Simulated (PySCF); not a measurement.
# Removing an electron from 3-pyridine carbaldehyde

3-pyridine carbaldehyde, C6H5NO.
Numbering: `[O:1]=[CH:2][c:3]1[cH:4][cH:5][cH:6][n:7][cH:8]1` (hydrogens: H9 on C2; H10 on C4; H11 on C5; H12 on C6; H13 on C8)

Level: CAM-B3LYP/def2-SVPD (PySCF). Frontier orbitals with their largest atomic shares (Löwdin; up to four atoms above 4 %):

| orbital | ε (eV) | main atoms |
| --- | --- | --- |
| HOMO−3 | -10.09 | C4 27 %, N7 23 %, C5 16 %, C3 11 % |
| HOMO−2 | -9.66 | O1 32 %, N7 27 %, C2 9 %, C8 6 % |
| HOMO−1 | -9.40 | C3 20 %, C6 19 %, C8 18 %, C5 18 % |
| HOMO | -9.15 | ? |
| LUMO | -1.22 | C2 20 %, O1 18 %, C6 15 %, C4 12 % |
| LUMO+1 | -0.11 | C8 23 %, C5 18 %, N7 18 %, C4 16 % |
| LUMO+2 | 1.29 | C6 14 %, C5 14 %, C8 13 %, C2 12 % |

**Question.** What vertical ionisation energy does ΔSCF give, and how far is −ε(HOMO) from it?

**Answer.** ΔSCF: 10.02 eV (967 kJ/mol; threshold wavelength 124 nm); ⟨S²⟩ of the doublet left behind is 0.762, against 0.75 for a pure doublet. −ε(HOMO) is 9.15 eV, 0.87 eV below it. For the exact functional −ε(HOMO) would equal the first vertical ionisation energy; CAM-B3LYP (range-separated hybrid) falls short of its own ΔSCF value by 9 %.

**Question.** On which atoms does the HOMO lie?

**Answer.** N7 (pyridine-type nitrogen) 32 %, O1 (aldehyde oxygen) 30 %, C2 (aldehyde carbon) 8 %, C3 (substituted aromatic carbon) 8 %, so no atom holds as much as 40 %. The HOMO−1 lies 0.25 eV lower.

**Question.** And the vertical electron affinity, the fundamental gap, Mulliken's electronegativity and the hardness (with the factor ½)?

**Answer.** EA = 0.50 eV by ΔSCF (−ε(LUMO) = 1.22 eV). IE − EA = 9.52 eV against an orbital gap of 7.93 eV; (IE + EA)/2 = 5.26 eV; (IE − EA)/2 = 4.76 eV.

**Question.** How many of the 10 lowest singlet excitations (vertical TDDFT, same level) lie below the ionisation energy?

**Answer.** All 10; they run from 3.82 to 7.62 eV.

**Question.** What total energies stand behind the ΔSCF value?

**Answer.** E(N) = -361.18262 Eh and E(N − 1) = -360.81450 Eh at the same geometry, 0.36812 Eh apart. With one more electron, E(N + 1) = -361.20094 Eh.

**Question.** Shift the occupied levels rigidly so that −ε(HOMO) equals the ΔSCF value. What binding energies result?

**Answer.** The shift is +0.87 eV: HOMO 10.02, HOMO−1 10.27, HOMO−2 10.53, HOMO−3 10.96 eV. A rigid shift is only a rough guide to the deeper ionisations.

The structure is a single PBE0-D3(BJ)/def2-SVP conformer in the gas phase; no vibrational or solvent corrections.

Conformer computed: `[O:1]=[CH:2][c:3]1[cH:4][cH:5][cH:6][n:7][cH:8]1`: O1–C2–C3–C4 -1°.
